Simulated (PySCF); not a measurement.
AlH₅N₂, SMILES [AlH]([NH2])[NH2].

Coordinates come from a B3LYP-D3(BJ)/def2-TZVP optimisation. The values are those of a single conformer.

Method: PBE0/def2-TZVPD in PySCF.

Symmetry labels are those of the subgroup C2v that the program uses (full group C2v).

Task: List the valence orbital energies around the gap with their symmetry. (An estimate is asked for; the answer gives what the named calculation found.)

Result: 
```tsv
orbital	symmetry	energy (eV)
HOMO−7	B2	-22.79
HOMO−6	A1	-13.30
HOMO−5	B2	-13.03
HOMO−4	A1	-12.45
HOMO−3	B2	-10.64
HOMO−2	A1	-8.78
HOMO−1	B1	-7.67
HOMO	A2	-7.00
LUMO	A1	-0.15
LUMO+1	B1	0.32
LUMO+2	B2	0.62
LUMO+3	A1	1.34
```
